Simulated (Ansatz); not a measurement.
Input (CCSDT(Q)/cc-pV(D+d)Z; Ansatz, an electronic-structure program): A basis named .json is the Basis Set Exchange file of that set.

Ansatz 0.2 input:
```yaml
crystal:
  periodic: [false, false, false]
  atoms:
    - {symbol: B, position_ang: [-0.63280832, 1.34848666, 0.51342145]}
    - {symbol: H, position_ang: [-0.81593786, 1.84529885, 1.57692484]}
    - {symbol: H, position_ang: [-0.94876402, 1.87323397, -0.50546406]}
    - {symbol: S, position_ang: [0.14156969, -0.22705399, 0.52579951]}
    - {symbol: C, position_ang: [0.28537607, -0.72386997, -1.22522746]}
    - {symbol: H, position_ang: [-0.25378763, -1.65765681, -1.37211611]}
    - {symbol: H, position_ang: [1.33621026, -0.87688757, -1.46306090]}
    - {symbol: H, position_ang: [-0.13105054, 0.04966198, -1.86481850]}
basis:
  gaussian:
    orbitals: cc-pV_D+d_Z.json
magnetization: {spin_polarized: false}
correlation: {method: ccsdt_q, electrons: outside_noble_gas}
```

Output:

```
Functional definition: HF
integrals: 0.08 GiB planned
1466 factors; integrals over basis functions are off by at most 2.4e-7 eV
mean field: 0.26 GiB planned
mean field evaluation 1: about -12598.0386 eV, gradient 1.7e1 eV
mean field evaluation 2: about -12598.0406 eV, gradient 1.7e1 eV
mean field evaluation 4: about -12599.1946 eV, gradient 1.9e0 eV
mean field evaluation 8: about -12599.2066 eV, gradient 1.3e-4 eV
mean field evaluation 16: about -12599.2058 eV, gradient 3.7e-1 eV
mean field -12599.20655176 eV, -463.0123007281 hartree, gradient 1.5e-6 eV, S^2 0.000000; 0 other end points of the search recorded, 0 dependent functions left out
7 core orbitals not correlated
reference -12599.20655176 eV, -463.0123007281 hartree; 9, 9 occupied and 60, 60 virtual orbitals, 1466 factors
second order -10.04895206 eV of doubles, -0.00000000 eV of singles
coupled cluster: 1.60 GiB planned
cycle   1  -10.92321375 eV  change   -8.7e-1 eV  update   9.4e-2
cycle   2  -11.50642586 eV  change   -5.8e-1 eV  update   3.8e-2
cycle   3  -11.73130168 eV  change   -2.2e-1 eV  update   2.2e-2
cycle   4  -11.70020304 eV  change    3.1e-2 eV  update   7.8e-3
cycle   5  -11.70136442 eV  change   -1.2e-3 eV  update   4.6e-3
cycle   6  -11.70432881 eV  change   -3.0e-3 eV  update   1.3e-3
cycle   7  -11.70386354 eV  change    4.7e-4 eV  update   5.8e-4
cycle   8  -11.70361658 eV  change    2.5e-4 eV  update   1.9e-4
cycle   9  -11.70368266 eV  change   -6.6e-5 eV  update   7.5e-5
cycle  10  -11.70368775 eV  change   -5.1e-6 eV  update   2.2e-5
cycle  11  -11.70365722 eV  change    3.1e-5 eV  update   8.2e-6
cycle  12  -11.70366318 eV  change   -6.0e-6 eV  update   3.5e-6
cycle  13  -11.70366547 eV  change   -2.3e-6 eV  update   1.1e-6
cycle  14  -11.70366649 eV  change   -1.0e-6 eV  update   5.0e-7
perturbative correction -0.02226098 eV, -0.0008180761 hartree
Total energy: -12610.93247923 eV, -463.4432206147 hartree
```
